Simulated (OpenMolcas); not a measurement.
Be: thermal populations, worked from levels

- Program: OpenMolcas 26.06
- Basis: ANO-RCC-VTZP [4s3p2d1f]
- Scalar Hamiltonian: DKH2, point nucleus
- Active space: 2 electrons in 8 orbitals (2s 2p 3s 3p)
- State averaging: 2S+1 = 3 even, 3 roots; 2S+1 = 1 even, 1 root; 2S+1 = 3 odd, 3 roots; 2S+1 = 1 odd, 3 roots
- Spin-orbit coupling: state interaction with AMFI integrals over the reference wave functions, term energies averaged over their components

Methods: CASSCF; SS-CASPT2, IPEA 0.25 Eh, imaginary shift 0.1 Eh (closed shells correlated: 1s). Measured levels: NIST Handbook of Basic Atomic Spectroscopic Data.

**Thermal populations.** Z = Σ (2J + 1) exp(-E/kT) with k = 0.695035 cm-1/K, over the levels below. No other level of either list lies under 52000 cm-1, which is above 7 kT at each temperature.

```tsv
Level	2J + 1	SS-CASPT2	measured
2s² ¹S₀	1	0.0	0.0
2s 2p ³P°₀	1	22307	21978
2s 2p ³P°₁	3	22308	21979
2s 2p ³P°₂	5	22310	21981
2s 2p ¹P°₁	3	45389	42565
```

```tsv
T (K)	Z, SS-CASPT2	Z, measured levels	Ground level (%), SS-CASPT2	Ground level (%), measured levels
8000	1.164	1.174	85.9	85.2
```

At 8000 K, kT = 5560 cm-1, and the computed levels give Z = 1.000 + 0.018 + 0.054 + 0.090 + 0.001 = 1.164.

Active for correlation alone: 3p 3s; no level in the range computed is led by a configuration that fills them, so any true level of that kind is missing. Without dynamic correlation excited terms often stand tens of per cent too high (terms of higher spin than the ground term too low), and those without a measured partner can miss by more than the paired ones (holds for CASSCF). Computed and measured levels are paired by configuration, term and J; levels that our copy of the source lacks, or whose pairing is in doubt (as where it misses far off the trend of its configuration), stay unpaired and out of the deviations. Levels of configurations outside the active space are missing.

° marks odd parity.
